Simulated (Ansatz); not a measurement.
`[CH3][Sn]([F])([F])[SH]` → F₂ + `[CH3][Sn][SH]` at 500 K and 1 bar (stannylene formation by 1,1-elimination).

Isolated molecules relaxed with PBE0-D4/def2-TZVP in Ansatz; ΔE leaves out vibrations. CCSD(T)/CBS adds triple-zeta CCSD(T) − MP2 to the extrapolated MP2 energy (def2 sets, frozen cores). This one scheme is used for every species. def2 core potentials past Kr. For Sn outer-core shells are correlated without core-valence functions, which leaves a few kJ/mol of doubt a bond. One conformer a species, not always the lowest.

```json
{"species": "`[CH3][Sn]([F])([F])[SH]`", "CCSD(T)/CBS energy (Eh)": "-851.95646", "H − E (kJ/mol)": "181.6", "S (J/(mol·K))": "474.0"}
{"species": "F₂", "CCSD(T)/CBS energy (Eh)": "-199.39789", "H − E (kJ/mol)": "21.7", "S (J/(mol·K))": "218.2"}
{"species": "`[CH3][Sn][SH]`", "CCSD(T)/CBS energy (Eh)": "-652.29098", "H − E (kJ/mol)": "151.9", "S (J/(mol·K))": "373.9"}
```

H − E and S are ideal-gas, rigid-rotor, harmonic terms from PBE0-D4/def2-TZVP, for one conformer and one mirror image of each species. 1 Eh = 2625.50 kJ/mol, R = 8.31446 J/(mol·K).

Task: By hand: ΔE, ΔH, ΔS and ΔG.

Result: ΔE = (-199.39789) + (-652.29098) − (-851.95646) = 0.26759 Eh = 702.6 kJ/mol. Δ(H − E) = 21.7 + 151.9 − 181.6 = -8.0, so ΔH = 694.6 kJ/mol. ΔS = 218.2 + 373.9 − 474.0 = 118.1 J/(mol·K). ΔG = 694.6 − 500 × (118.1)/1000 = 635.6 kJ/mol.

Task: By hand: the equilibrium constant, and the temperature at which ΔG would vanish if ΔH and ΔS stayed fixed.

Result: log₁₀ K = −ΔG/(RT ln 10) = -66.4. ΔG = 0 at ΔH/ΔS = 5881 K, far beyond where these terms or the molecules hold.

The number of gas molecules changes by +1, which sets the sign of ΔS. A doubt of 5 kJ/mol in ΔE shifts log₁₀ K by 0.5 here. Other conformers and mirror images would add mixing entropy, several J/(mol·K) or more a flexible species. Modes under 60 cm⁻¹, often nearly free rotors, make the harmonic entropy too high. These are equilibria of isolated gas molecules and say nothing of rates. Largest T1 diagnostic: 0.015 (customary marks: 0.02 for closed shells, 0.045 for open ones).
